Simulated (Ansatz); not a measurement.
B2H5NOSi, SMILES `O[SiH]1BNB1` at its PBE0-D4/def2-TZVP geometry, where that method's forces vanish. Total charge 0; spin multiplicity 1.

```xyz
10

O     0.2894    1.8706   -1.4859
Si    0.4466    0.3949   -0.7566
B     0.4958    0.1070    1.2344
N    -0.4030   -0.9992    1.1072
B    -1.0810   -0.7576   -0.1297
H     0.7909    2.0153   -2.2882
H     1.4898   -0.4082   -1.4602
H     0.8626    0.5383    2.2869
H    -0.6988   -1.6248    1.8462
H    -2.1922   -1.1364   -0.3541
```

**Question.** What forces (eV/Å) does B3LYP-D4/def2-TZVPP give on these atoms in Ansatz? (An estimate is asked.)

**Answer.** The calculation gave: 
```
O1   0.000  0.094 -0.062
Si2  0.082 -0.163  0.011
B3   0.152  0.086  0.196
N4  -0.049 -0.017  0.068
B5  -0.208 -0.112 -0.116
H6  -0.001  0.058 -0.036
H7  -0.057  0.057  0.030
H8  -0.037 -0.047 -0.116
H9  -0.004  0.003  0.002
H10  0.122  0.040  0.021
```

B3LYP here is the variant with VWN-RPA as its local correlation; programs differ in this.
